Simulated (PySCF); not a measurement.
Relaxation of quartet WI₃

All numbers come from UPBE0/[W def2-SVP with ECP60, I def2-SVP with ECP28], scalar-relativistic core potentials, density fitting, no spin–orbit coupling, PySCF. A (50,194) grid was used.

A hand-made T-shaped start, of C2v symmetry, held to at least that symmetry:

Coordinates in bohr (charge 0 multiplicity 4):
```
W     0.0000    0.0000   -1.2267
I     0.0000    0.0000    3.8755
I     5.0992    0.0000   -1.0487
I    -5.0992    0.0000   -1.0487
```

Optimiser trace:
```tsv
step	E − E(last) (kJ/mol)	largest gradient (Eh/bohr)
0	42.94	0.03047
1	23.82	0.01882
2	7.13	0.00904
3	1.92	0.00865
4	0.12	0.00284
5	0.00	0.00029
6	0.00	0.00004
```

It ends at C2v with W–I 2.621 Å (×2), W–I 2.626 Å; I–W–I 103.4° (×2), I–W–I 153.3° (after a last refinement on a finer grid). A frequency run shows a minimum. Other isomers or separated fragments may lie lower.

Final geometry:
```xyz
4
charge 0 multiplicity 4, angstrom
W     0.0000    0.0000   -0.3174
I     0.0000    0.0000    2.3090
I     2.5500    0.0000   -0.9237
I    -2.5500    0.0000   -0.9237
```

Open d and f shells are described by one determinant, and the ground state may have another occupation or spin. Spin–orbit coupling, left out here, can matter for elements this heavy.

The relaxation took about 7 core-minutes on a shared host.
